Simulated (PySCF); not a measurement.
Steps of a relaxation of [Y(H2O)4]3+

[Y(H2O)4]3+ (singlet). PySCF 2.14.0, RKS PBE0, Y def2-SVP with ECP28, O def2-SVP, H def2-SVP; non-relativistic Hamiltonian with scalar-relativistic core potentials where named; density fitting; no spin-orbit coupling. Origin of the start: displaced along the imaginary mode. Columns: position (Å) and force (eV/Å). Energies are counted from the last step; some of the 16 steps are shown. Forces carry noise of the integration grid, about 0.01 to 0.03 eV/Å.

Run from Python with OMP_NUM_THREADS=2. Where DIIS fails, smearing, a level shift and second-order steps follow.
It took 2.2 min on 2 threads of Intel(R) Xeon(R) Platinum 8259CL CPU @ 2.50GHz (Skylake/Cascade Lake), on a shared host, from the converged density of the start.

```xyz
13
step 0  E = 0.233 eV
Y     0.0000    0.0000    0.0000     0.00    0.00    0.00
O     1.2861    1.3070    1.2992     0.72    0.67    0.64
H     1.8601    1.0086    2.0817    -0.67    0.65   -1.03
H     1.4517    2.3031    1.1934    -0.07   -1.34    0.36
O    -1.2861   -1.2992    1.3070    -0.72   -0.64    0.67
H    -1.4517   -1.1934    2.3031     0.07   -0.36   -1.34
H    -1.8601   -2.0817    1.0086     0.67    1.03    0.65
O     1.2861   -1.3070   -1.2992     0.72   -0.67   -0.64
H     1.4517   -2.3031   -1.1934    -0.07    1.34   -0.36
H     1.8601   -1.0086   -2.0817    -0.67   -0.65    1.03
O    -1.2861    1.2992   -1.3070    -0.72    0.64   -0.67
H    -1.8601    2.0817   -1.0086     0.67   -1.03   -0.65
H    -1.4517    1.1934   -2.3031     0.07    0.36    1.34
```

```xyz
13
step 5  E = 0.017 eV
Y     0.0000    0.0000    0.0000     0.00    0.00    0.00
O     1.2915    1.3101    1.2821     0.06    0.12    0.06
H     1.9480    1.0367    1.9652    -0.04    0.04   -0.07
H     1.3549    2.2952    1.2792     0.00   -0.14    0.02
O    -1.2915   -1.2821    1.3101    -0.06   -0.06    0.12
H    -1.3549   -1.2792    2.2952     0.00   -0.02   -0.14
H    -1.9480   -1.9652    1.0367     0.04    0.07    0.04
O     1.2915   -1.3101   -1.2821     0.06   -0.12   -0.06
H     1.3549   -2.2952   -1.2792     0.00    0.14   -0.02
H     1.9480   -1.0367   -1.9652    -0.04   -0.04    0.07
O    -1.2915    1.2821   -1.3101    -0.06    0.06   -0.12
H    -1.9480    1.9652   -1.0367     0.04   -0.07   -0.04
H    -1.3549    1.2792   -2.2952     0.00    0.02    0.14
```

```xyz
13
step 10  E = 0.002 eV
Y     0.0000    0.0000    0.0000     0.00    0.00    0.00
O     1.3087    1.3160    1.2640     0.06   -0.08    0.02
H     2.0833    1.0583    1.8162    -0.05    0.01   -0.04
H     1.2629    2.2915    1.3760    -0.01    0.06    0.01
O    -1.3087   -1.2640    1.3160    -0.06   -0.02   -0.08
H    -1.2629   -1.3760    2.2915     0.01   -0.01    0.06
H    -2.0833   -1.8162    1.0583     0.05    0.04    0.01
O     1.3087   -1.3160   -1.2640     0.06    0.08   -0.02
H     1.2629   -2.2915   -1.3760    -0.01   -0.06   -0.01
H     2.0833   -1.0583   -1.8162    -0.05   -0.01    0.04
O    -1.3087    1.2640   -1.3160    -0.06    0.02    0.08
H    -2.0833    1.8162   -1.0583     0.05   -0.04   -0.01
H    -1.2629    1.3760   -2.2915     0.01    0.01   -0.06
```

Question: Where does the relaxation end?

Answer: It converges at step 15 in S4:
```xyz
13
step 15  E = 0
Y     0.0000    0.0000    0.0000
O     1.3164    1.3166    1.2545
H     2.1175    1.0665    1.7689
H     1.2381    2.2859    1.4067
O    -1.3164   -1.2545    1.3165
H    -1.2380   -1.4068    2.2860
H    -2.1175   -1.7690    1.0665
O     1.3164   -1.3166   -1.2545
H     1.2381   -2.2859   -1.4067
H     2.1175   -1.0665   -1.7689
O    -1.3164    1.2545   -1.3165
H    -2.1175    1.7690   -1.0665
H    -1.2380    1.4068   -2.2860
```

Question: How did the contacts change?

Answer: 
```
     contact  start (Å)  end (Å)
 Y1–O2 (H2O)      2.247    2.245
 Y1–O5 (H2O)      2.247    2.245
 Y1–O8 (H2O)      2.247    2.245
Y1–O11 (H2O)      2.247    2.245
```


No frequency check is given that shows the relaxed geometry to be a minimum, and it was reached by following one of several unstable modes of a saddle point.
